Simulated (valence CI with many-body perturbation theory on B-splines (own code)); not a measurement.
**E1 line list for Xe XXII**

Calculated by valence CI with perturbative core correlation (CI+MBPT): five valence electrons over a frozen Dirac-Fock core [Ar] 3d10, radial functions for each j: 9 s, 9 p, 8 d, 6 f, 3 g, 1 h, with the one-electron correlation potential Σ1, the two-electron term Σ2, the three-electron term Σ3, Breit, model QED; selected CI, second order for the rest (own B-spline code, finite nucleus).

No measured spectrum was set against this ion. As an estimate, levels hold to about 250 cm⁻¹ or 0.2 % of their energy and the worst to 1 %, as in measured heavy ions of charge 2 to 7; those with d or f electrons hold less well. Among the levels kept, up to 280 cm⁻¹ of a level comes from second order outside the variational space, and about a tenth of that is noise between levels of different J, which matters for small intervals.

Lines 101 to 150 of 181 in falling wavelength, among levels below 1219300 cm⁻¹, chosen from the strongest by gf and those to the six lowest levels. Wavelengths and rates use the calculated energies, so an error of 1000 cm⁻¹ moves a line at 147.4 Å by 0.15 % and its rate by three times that or more. Electric multipoles are in the length gauge, E1 and E2 with the static RPA response of the core. Weak lines are less certain than strong ones. Lines between different terms over intervals too small for the method are left out, as are lines whose strength nearly cancels. The highest levels of a list are the least certain.

Levels are named by their leading jj configuration (3d3/2^4 stands for four electrons in 3d with j = 3/2), which in mixed levels can hold well under half, so a name can repeat and another be missing. Letters in brackets count levels of one name in rising energy.

| λ vac (Å) | Upper | Lower | A (s⁻¹) | log gf | Branch % |
| --- | --- | --- | --- | --- | --- |
| 147.4 | (4s 4p1/2 4p3/2^3) J=5/2 | (4s^2 4p1/2^2 4p3/2) J=3/2 | 3.91e+08 | -2.12 | 2.0 |
| 146.7 | (4s^2 4p1/2 4p3/2 4d5/2) J=7/2 [a] | (4s^2 4p1/2 4p3/2^2) J=5/2 | 2.75e+05 | -5.15 | 96.6 |
| 146.7 | (4s^2 4p1/2 4p3/2 4d3/2) J=5/2 [a] | (4s^2 4p1/2 4p3/2^2) J=3/2 | 3.00e+08 | -2.24 | 9.1 |
| 145.1 | (4s 4p3/2^4) J=1/2 | (4s^2 4p1/2 4p3/2^2) J=1/2 | 5.25e+08 | -2.48 | 0.8 |
| 144.8 | (4s^2 4p1/2 4p3/2 4d3/2) J=1/2 [a] | (4s^2 4p1/2 4p3/2^2) J=3/2 | 1.08e+10 | -1.17 | 68.5 |
| 144.3 | (4s^2 4p1/2 4p3/2 4d5/2) J=3/2 [a] | (4s^2 4p1/2 4p3/2^2) J=1/2 | 2.83e+09 | -1.45 | 1.5 |
| 143.9 | (4s^2 4p1/2^2 4d3/2) J=3/2 | (4s^2 4p1/2^2 4p3/2) J=3/2 | 1.81e+10 | -0.65 | 75.4 |
| 142.3 | (4s^2 4p1/2 4p3/2 4d3/2) J=3/2 [a] | (4s^2 4p1/2 4p3/2^2) J=3/2 | 2.71e+09 | -1.48 | 3.7 |
| 141.8 | (4s^2 4p3/2^2 4d3/2) J=1/2 | (4s^2 4p3/2^3) J=3/2 | 5.91e+09 | -1.45 | 2.8 |
| 141.5 | (4s 4p1/2^2 4p3/2 4d3/2) J=3/2 [b] | (4s 4p1/2^2 4p3/2^2) J=5/2 | 2.49e+09 | -1.52 | 13.8 |
| 139.7 | (4s^2 4p1/2 4p3/2 4d5/2) J=5/2 [a] | (4s^2 4p1/2 4p3/2^2) J=5/2 | 1.24e+10 | -0.66 | 16.4 |
| 139.4 | (4s^2 4p3/2^2 4d3/2) J=3/2 [a] | (4s^2 4p3/2^3) J=3/2 | 3.97e+08 | -2.33 | 0.1 |
| 138.9 | (4s 4p1/2 4p3/2^3) J=1/2 | (4s^2 4p1/2^2 4p3/2) J=3/2 | 1.16e+10 | -1.17 | 17.6 |
| 138.2 | (4s^2 4p3/2^2 4d3/2) J=5/2 | (4s^2 4p3/2^3) J=3/2 | 9.55e+09 | -0.79 | 2.6 |
| 137.7 | (4s^2 4p1/2 4p3/2 4d5/2) J=3/2 [a] | (4s^2 4p1/2 4p3/2^2) J=5/2 | 3.77e+10 | -0.37 | 20.3 |
| 137.5 | (4s^2 4p1/2 4p3/2 4d3/2) J=3/2 [b] | (4s^2 4p1/2 4p3/2^2) J=1/2 | 4.47e+05 | -5.30 | 0.0 |
| 137.3 | (4s^2 4p1/2 4p3/2 4d3/2) J=1/2 [b] | (4s^2 4p1/2 4p3/2^2) J=1/2 | 2.24e+09 | -1.90 | 0.7 |
| 136.6 | (4s^2 4p1/2^2 4d5/2) J=5/2 | (4s^2 4p1/2^2 4p3/2) J=3/2 | 3.27e+10 | -0.26 | 97.0 |
| 136.5 | (4s 4p1/2 4p3/2^3) J=3/2 [b] | (4s^2 4p1/2^2 4p3/2) J=3/2 | 8.32e+09 | -1.03 | 13.6 |
| 135.0 | (4s^2 4p1/2 4p3/2 4d5/2) J=5/2 [a] | (4s^2 4p1/2 4p3/2^2) J=3/2 | 2.20e+10 | -0.44 | 29.1 |
| 133.8 | (4s 4p3/2^4) J=1/2 | (4s^2 4p1/2 4p3/2^2) J=3/2 | 2.03e+10 | -0.96 | 31.6 |
| 133.1 | (4s^2 4p1/2 4p3/2 4d5/2) J=3/2 [a] | (4s^2 4p1/2 4p3/2^2) J=3/2 | 6.45e+10 | -0.16 | 34.8 |
| 132.7 | (4s^2 4p1/2 4p3/2 4d3/2) J=5/2 [b] | (4s^2 4p1/2 4p3/2^2) J=5/2 | 4.95e+10 | -0.11 | 15.2 |
| 132.6 | (4s^2 4p3/2^2 4d5/2) J=5/2 [a] | (4s^2 4p3/2^3) J=3/2 | 1.09e+08 | -2.76 | 1.8 |
| 132.5 | (4s^2 4p1/2 4p3/2 4d5/2) J=3/2 [b] | (4s^2 4p1/2 4p3/2^2) J=1/2 | 5.05e+10 | -0.27 | 49.3 |
| 132.4 | (4s^2 4p1/2 4p3/2 4d5/2) J=7/2 [b] | (4s^2 4p1/2 4p3/2^2) J=5/2 | 4.94e+10 | 0.02 | 100.0 |
| 131.5 | (4s^2 4p1/2 4p3/2 4d3/2) J=3/2 [b] | (4s^2 4p1/2 4p3/2^2) J=5/2 | 4.83e+10 | -0.30 | 14.8 |
| 129.9 | (4s^2 4p3/2^2 4d3/2) J=3/2 [b] | (4s^2 4p3/2^3) J=3/2 | 5.93e+10 | -0.22 | 19.9 |
| 128.9 | (4s^2 4p3/2^2 4d5/2) J=1/2 | (4s^2 4p3/2^3) J=3/2 | 2.42e+11 | 0.08 | 80.3 |
| 128.4 | (4s^2 4p1/2 4p3/2 4d3/2) J=5/2 [b] | (4s^2 4p1/2 4p3/2^2) J=3/2 | 2.41e+10 | -0.45 | 7.4 |
| 128.1 | (4s^2 4p1/2 4p3/2 4d5/2) J=1/2 | (4s^2 4p1/2 4p3/2^2) J=1/2 | 2.31e+11 | 0.06 | 79.6 |
| 127.3 | (4s^2 4p1/2 4p3/2 4d3/2) J=3/2 [b] | (4s^2 4p1/2 4p3/2^2) J=3/2 | 2.89e+10 | -0.55 | 8.9 |
| 127.1 | (4s^2 4p1/2 4p3/2 4d3/2) J=1/2 [b] | (4s^2 4p1/2 4p3/2^2) J=3/2 | 1.31e+10 | -1.20 | 3.9 |
| 126.9 | (4s^2 4p1/2 4p3/2 4d5/2) J=3/2 [b] | (4s^2 4p1/2 4p3/2^2) J=5/2 | 2.34e+09 | -1.64 | 2.3 |
| 126.6 | (4s^2 4p1/2 4p3/2 4d3/2) J=5/2 [a] | (4s^2 4p1/2^2 4p3/2) J=3/2 | 1.57e+09 | -1.64 | 48.1 |
| 125.2 | (4s^2 4p1/2 4p3/2 4d3/2) J=1/2 [a] | (4s^2 4p1/2^2 4p3/2) J=3/2 | 5.86e+08 | -2.56 | 3.7 |
| 124.8 | (4s^2 4p1/2 4p3/2 4d5/2) J=5/2 [b] | (4s^2 4p1/2 4p3/2^2) J=5/2 | 6.72e+10 | -0.03 | 18.7 |
| 123.7 | (4s^2 4p3/2^2 4d5/2) J=3/2 | (4s^2 4p3/2^3) J=3/2 | 2.05e+11 | 0.27 | 62.1 |
| 123.3 | (4s^2 4p1/2 4p3/2 4d3/2) J=3/2 [a] | (4s^2 4p1/2^2 4p3/2) J=3/2 | 2.58e+10 | -0.63 | 35.1 |
| 123.0 | (4s^2 4p1/2 4p3/2 4d5/2) J=3/2 [b] | (4s^2 4p1/2 4p3/2^2) J=3/2 | 7.62e+08 | -2.16 | 0.7 |
| 122.7 | (4s^2 4p3/2^2 4d3/2) J=1/2 | (4s^2 4p1/2 4p3/2^2) J=1/2 | 1.96e+10 | -1.05 | 9.4 |
| 121.9 | (4s^2 4p3/2^2 4d5/2) J=7/2 | (4s^2 4p1/2 4p3/2^2) J=5/2 | 4.50e+09 | -1.10 | 100.0 |
| 121.4 | (4s^2 4p3/2^2 4d5/2) J=5/2 [b] | (4s^2 4p3/2^3) J=3/2 | 3.70e+11 | 0.69 | 93.3 |
| 121.0 | (4s^2 4p1/2 4p3/2 4d5/2) J=5/2 [b] | (4s^2 4p1/2 4p3/2^2) J=3/2 | 1.72e+11 | 0.35 | 47.8 |
| 121.0 | (4s^2 4p3/2^2 4d3/2) J=3/2 [a] | (4s^2 4p1/2 4p3/2^2) J=1/2 | 2.74e+10 | -0.62 | 7.8 |
| 119.2 | (4s^2 4p1/2 4p3/2 4d5/2) J=1/2 | (4s^2 4p1/2 4p3/2^2) J=3/2 | 2.97e+10 | -0.90 | 10.2 |
| 117.8 | (4s^2 4p1/2 4p3/2 4d5/2) J=5/2 [a] | (4s^2 4p1/2^2 4p3/2) J=3/2 | 4.02e+10 | -0.30 | 53.4 |
| 116.9 | (4s 4p3/2^4) J=1/2 | (4s^2 4p1/2^2 4p3/2) J=3/2 | 8.61e+05 | -5.45 | 0.0 |
| 116.4 | (4s^2 4p1/2 4p3/2 4d5/2) J=3/2 [a] | (4s^2 4p1/2^2 4p3/2) J=3/2 | 7.93e+10 | -0.19 | 42.8 |
| 116.3 | (4s^2 4p3/2^2 4d3/2) J=3/2 [a] | (4s^2 4p1/2 4p3/2^2) J=5/2 | 6.72e+10 | -0.26 | 19.2 |
